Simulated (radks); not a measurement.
Task: Radial electron density D(r) = 4 pi r^2 rho(r) of an atom or ion with 65 electrons. Method: Dirac Kohn-Sham, Wu-Cohen GGA, spin-unpolarised, spherical densities, finite nucleus; Fermi nuclear charge, rms radius of each element as measured or else 0.836 A^(1/3) + 0.57 fm; computed with a radial shooting solver on a logarithmic mesh with Libxc functionals.

r (bohr)  D(r) (e/bohr)
0.003376          32.36
0.00393           39.08
0.004575          46.61
0.005326          54.81
0.0062            63.41
0.007218          72.00
0.008403          80.01
0.009782          86.79
0.01139           91.67
0.01326           94.09
0.01543           93.87
0.01797           91.34
0.02092           87.55
0.02435           84.23
0.02835           83.42
0.033             86.77
0.03842           94.72
0.04473           105.7
0.05207           116.1
0.06062           121.6
0.07057           119.3
0.08215           110.0
0.09564           98.88
0.1113            92.92
0.1296            95.99
0.1509            104.7
0.1757            109.4
0.2045            101.7
0.2381            82.16
0.2771            61.20
0.3226            50.46
0.3756            52.35
0.4373            58.49
0.5091            58.58
0.5926            49.66
0.6899            36.52
0.8032            25.28
0.935             18.35
1.089             14.43
1.267             11.34
1.475             8.103
1.717             4.978
1.999             2.582
2.328             1.166
2.71             0.5293
3.154            0.2945
3.672            0.1913
4.275            0.1140
4.977           0.05438
5.794           0.01919
6.745          0.004704
7.852         0.0007615

What is the nuclear charge?

Result: Z = 68. The innermost maximum, from 1s, lies near gamma/Z bohr with gamma = sqrt(1 - (Z/c)^2) = 0.868, here 0.0128 bohr (found: 0.0141), and its height grows with Z. The density is that of the erbium ion Er3+ in [Xe] 4f10.5 6p0.5; the configuration itself is not fixed sharply by these data, and Z only to a few units. D(r) has 4 maxima, at r = 0.0141, 0.0626, 0.174, 0.474 bohr, and minima at 0.0272, 0.114, 0.339 bohr, inside which lie 2.01, 11.15, 29.65 electrons.
